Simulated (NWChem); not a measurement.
Molecule: BeH$_{2}$SO; SMILES [OH][Be][SH]

```xyz
5

Be     0.0186    -0.6694    -0.0618
O      0.0007    -2.0856    -0.1813
H     -0.0711    -2.8291     0.4299
S      0.0784     1.2366     0.0816
H     -1.2796     1.3269    -0.0201
```
Atoms are numbered in this order, from 1.

Level: PBE-D3(BJ)/def2-SVP (NWChem), optimised geometry, unscaled harmonic frequencies. 

| frequency (cm⁻¹) | IR intensity (km/mol) |
|---|---|
| 239 | 37.8 |
| 247 | 17.5 |
| 278 | 140.9 |
| 398 | 216.9 |
| 479 | 10.8 |
| 642 | 5.3 |
| 1393 | 249.4 |
| 2608 | 0.5 |
| 3896 | 176.8 |

* **zero-point energy**: 14.5 kcal/mol
* **thermal correction to the enthalpy at 298.15 K (with zero-point energy)**: 18.3 kcal/mol
* **heat capacity Cv**: 15.0 cal/(mol K)
* **entropy at 298.15 K and 1 atm (symmetry number 1)**: 67.4 cal/(mol K)
* **dipole moment**: 2.08 D

Rigid rotor and harmonic oscillator.
